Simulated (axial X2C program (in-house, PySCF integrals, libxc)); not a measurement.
**Spectroscopic constants of KTe**

All values were computed with an axial X2C code built on PySCF integrals. Spin-free means the one-electron spin-free X2C Hamiltonian; two-component (2c) means X2C with spin–orbit coupling and atomic mean-field two-electron Coulomb terms, the Gaunt term switched off, so the difference of the two also holds small scalar two-electron terms. Basis: Te dyall-v3z [11s12p8d1f], K dyall-v3z [11s12p4d2f] (cores contracted in-house); Gaussian nuclei, density fitting, unrestricted open shells. Masses: Te 129.906 u, K 38.964 u.

State, spin-free: M_S = 1/2, Λ = 1 (beyond evenly filled blocks: π+α, π+β, π-α); electrons by block: σα: 16, σβ: 16, π+α: 8, π+β: 8, π-α: 8, π-β: 7, δ+α: 2, δ+β: 2, δ-α: 2, δ-β: 2. Fragments: Te + K.

State, 2c: Ω = 3/2 (⟨Sz⟩ = 0.50, ⟨Lz⟩ = 1.00 at PBE0); electrons by block: 1/2: 24, -1/2: 24, 3/2: 10, -3/2: 9, 5/2: 2, -5/2: 2. Fragments: Te + K.

```
Hamiltonian  level  Re (Å)  ωe (cm⁻¹)  Be (cm⁻¹)  αe (cm⁻¹)  De (eV)  μ (D)
  spin-free   PBE0   3.166      168.4     0.0561   0.000238     2.23  10.53
  spin-free     HF   3.256      162.2    0.05305   0.000218     1.30  11.87
  spin-free    MP2   3.155      173.3    0.05649   0.000237     2.15    n/a
  spin-free  TPSSh   3.180      165.2    0.05563   0.000238     2.32  10.50
  spin-free   BLYP   3.211      157.6    0.05456   0.000245     2.19   9.77
         2c   PBE0   3.169      167.2    0.05599   0.000239     2.18  10.47
         2c     HF   3.258      161.4    0.05299   0.000219      n/a  11.84
         2c    MP2   3.157      172.5    0.05643   0.000238     2.05    n/a
         2c  TPSSh   3.183      163.9    0.05551    0.00024     2.32  10.43
         2c   BLYP   3.217      155.4    0.05434    0.00025     2.07   9.61
```

Correlated methods: 25 electrons correlated (number of frozen shells: Te 4 s, 3 p, 1 d; K 2 s, 1 p), 217 virtual spin orbitals or spinors in MP2.

Dipoles are positive if K is the positive end.

The state is a single determinant with fixed occupations, the lowest that a limited PBE0 search found. De is counted from the lowest determinant-based energies of the atoms at the same level, without counterpoise correction. De is not given where an atomic determinant may have missed its ground term or J level, or where the truncated virtual space spoils (T). Density functionals use the spin component along the axis (collinear). PBE0 can misorder states that lie within some tenths of an eV, so this need not be the ground state of the molecule. The nearest other spin-free determinant of the search, M_S = 1/2, Λ = 0, lies 0.37 eV up at the distance of the search. The functionals have no current-density term, which raises determinants with orbital currents, atoms included.

Rough cost a point (2c) on 1 thread(s) of a shared host, integrals apart: PBE0 1.5 s, HF 1.1 s, TPSSh 2.2 s, BLYP 0.7 s.

The whole task took 3.1 min on 1 thread of Arm Neoverse N1, on a shared host.
